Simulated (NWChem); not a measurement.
System: cyclopentanone (C5H8O); SMILES O=C1CCCC1

```xyz
14

O      0.0000     0.0000     2.1429
C      0.0000     0.0000     0.9317
C      0.1268     1.2382     0.0329
C     -0.2255     0.7403    -1.3790
C      0.2255    -0.7403    -1.3790
C     -0.1268    -1.2382     0.0329
H     -0.4901     2.0598     0.4089
H      1.1727     1.5737     0.0842
H      0.2484     1.3256    -2.1726
H     -1.3105     0.7961    -1.5345
H      1.3105    -0.7961    -1.5345
H     -0.2484    -1.3256    -2.1726
H     -1.1727    -1.5737     0.0842
H      0.4901    -2.0598     0.4089
```
Atoms are numbered in this order, from 1.

All runs: NWChem. Geometry: optimised at B3LYP/6-31G* (spherical d). Vzz is the largest principal value of the second derivative of the potential at the nucleus (NWChem prints the opposite sign); η is the asymmetry. Non-relativistic.

```tsv
level	Vzz O1 (a.u.)	η O1	relative time
CAM-B3LYP/def2-SVP	-1.896	0.42	9
CAM-B3LYP/def2-TZVP	-1.885	0.49	60
Hartree-Fock/def2-TZVP	-2.001	0.45	5
Hartree-Fock/def2-SVP	-2.021	0.41	1
```

Times are rough ratios from one shared machine.
